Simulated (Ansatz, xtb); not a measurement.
## Two isomers of C3H7BSi

Structure a: `B[C@@H]([SiH3])C#C`, a singlet. Structure b: `BC#CC[SiH3]`, a singlet. Both are isolated molecules in the gas phase, relaxed with B3LYP/def2-SVP; the shapes shown needn't be the lowest conformers.

a (Å):

```xyz
12

C    -1.8019    0.5806    0.4276
C    -0.9538    1.3259    1.3441
C    -0.2299    1.9279    2.1093
B    -1.7241    0.9213   -1.0855
Si   -1.2966   -1.2937    0.5178
H    -0.7601    1.4764   -1.5482
H    -2.6130    0.5561   -1.8163
H    -2.8501    0.5395    0.7801
H    -2.2615   -2.1116   -0.2703
H     0.0791   -1.4866   -0.0156
H    -1.3461   -1.6964    1.9490
H     0.4069    2.4709    2.7813
```

b (Å):

```yaml
atoms:
  - { symbol: C, position_ang: [-2.0758, 1.0513, -0.7814] }
  - { symbol: C, position_ang: [-1.4193, 0.1501, -0.2673] }
  - { symbol: C, position_ang: [-0.6462, -0.8797, 0.3864] }
  - { symbol: B, position_ang: [-2.8776, 2.1435, -1.4226] }
  - { symbol: Si, position_ang: [-0.3017, -0.4544, 2.2256] }
  - { symbol: H, position_ang: [-2.3244, 3.0792, -1.9475] }
  - { symbol: H, position_ang: [-4.0838, 2.0979, -1.4192] }
  - { symbol: H, position_ang: [0.3344, -1.0204, -0.1028] }
  - { symbol: H, position_ang: [-1.1708, -1.8520, 0.3697] }
  - { symbol: H, position_ang: [0.4686, 0.8160, 2.3120] }
  - { symbol: H, position_ang: [-1.5888, -0.3207, 2.9609] }
  - { symbol: H, position_ang: [0.4983, -1.5697, 2.8088] }
```

Estimate which is lower in electronic energy at CCSD(T)/def2-SVP + ΔMP2/def2-TZVPP, and by roughly how much.

The CCSD(T)/def2-SVP + ΔMP2/def2-TZVPP calculation puts structure b lower, by 10.1 kcal/mol.

How the difference moves with the method:

```
                             level        geometry  E(b) − E(a) (kcal/mol)  departure from the last row (kcal/mol)  job, with rough time for the two
                          GFN2-xTB        GFN2-xTB                     −10.2                                    −0.2              optimisation, 0.22 s
                         HF/STO-3G        GFN2-xTB                     −16.0                                    −5.9              single point, 0.32 s
                r2SCAN-D4/def2-SVP        GFN2-xTB                     −13.9                                    −3.8               single point, 3.9 s
                    B3LYP/def2-SVP  B3LYP/def2-SVP                     −14.7                                    −4.7                optimisation, 52 s
                       HF/def2-SVP  B3LYP/def2-SVP                     −12.9                                    −2.9           part of the CCSD(T) run
                      MP2/def2-SVP  B3LYP/def2-SVP                     −10.5                                    −0.5           part of the CCSD(T) run
                  CCSD(T)/def2-SVP  B3LYP/def2-SVP                     −10.7                                    −0.6                      single point
CCSD(T)/def2-SVP + ΔMP2/def2-TZVPP  B3LYP/def2-SVP                     −10.1                                                        single point, 34 s
```

As drawn, both hold the same kinds of bond in the same numbers.

None of the levels shown reverses the order. The largest departure from CCSD(T)/def2-SVP + ΔMP2/def2-TZVPP is that of HF/STO-3G, 5.9 kcal/mol. The last row adds to CCSD(T) the change of the MP2 difference between the two basis sets, here +0.6 kcal/mol.

With harmonic frequencies from B3LYP/def2-SVP (ideal gas, rigid rotor, one conformer each, 298.15 K, 1 atm): on the last row, ΔE + ΔZPE = −9.7, ΔH = −9.6, ΔG = −10.1 kcal/mol.

The correlated steps freeze 9 core orbitals. Mirror images aren't counted in ΔG. Programs: Ansatz 0.2.0, xtb 6.7.1; the last row on 2 threads of Arm Neoverse V2 on a shared host.
